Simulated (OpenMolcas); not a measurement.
**Ionisation energies of chromium**

```
Program             : OpenMolcas 26.06
Basis               : ANO-R2 [6s4p4d2f]
Scalar Hamiltonian  : X2C, finite nucleus
Spin-orbit coupling : RASSI with atomic mean-field integrals over the reference wave functions, term energies averaged over their components
```

Active shells in each charge state: the valence d shell, with orbitals averaged over the low states. Where CASPT2's correlated closed shells are named, they are those of the first ion.

A. CASSCF
B. SS-CASPT2, IPEA 0.25 Eh, imaginary shift 0.1 Eh (closed shells correlated: 3s 3p)
C. SS-CASPT2, IPEA 0.25 Eh, imaginary shift 0.1 Eh (closed shells correlated: 2s 2p 3s 3p)
D. SS-CASPT2, IPEA 0.25 Eh, imaginary shift 0.1 Eh (closed shells correlated: none)
E. SS-CASPT2, IPEA 0 Eh, imaginary shift 0.1 Eh (closed shells correlated: 3s 3p)

Energies in eV between the lowest computed levels, named as in B; reference values from the NIST Atomic Spectra Database with their kind.

| From | To | A | B | C | D | E | Spin-orbit share in B | Reference |
| --- | --- | --- | --- | --- | --- | --- | --- | --- |
| Cr2+ 3d⁴ ⁵D₀ | Cr3+ 3d³ ⁴F_3/2 | 29.908 | 30.952 | 30.960 | 30.597 | 31.024 | -0.026 | 30.959 (measured) |
| Cr3+ 3d³ ⁴F_3/2 | Cr4+ 3d² ³F₂ | 48.310 | 49.044 | 49.051 | 48.693 | 49.104 | -0.011 | 49.160 (semi-empirical) |
| Cr4+ 3d² ³F₂ | Cr5+ 3d ²D_3/2 | 68.985 | 69.481 | 69.485 | 69.108 | 69.541 | +0.013 | 69.460 (semi-empirical) |
| Cr5+ 3d ²D_3/2 | Cr6+ 3p⁶ ¹S₀ | 90.243 | 90.670 | 90.652 | 90.243 | 90.722 | +0.069 | 90.635 (measured) |

Error against the reference values, in %:

```csv
From,Reference,A,B,C,D,E
Cr2+,measured,-3.4,0,0,-1.2,+0.2
Cr3+,semi-empirical,-1.7,-0.2,-0.2,-0.9,-0.1
Cr4+,semi-empirical,-0.7,0,0,-0.5,+0.1
Cr5+,measured,-0.4,0,0,-0.4,+0.1
```

Mean absolute error over the 2 measured values: A 0.72 eV, B 0.02 eV, C 0.01 eV, D 0.38 eV, E 0.08 eV. C lies closest.

The lowest level within the active space need not be the ion's true ground level.
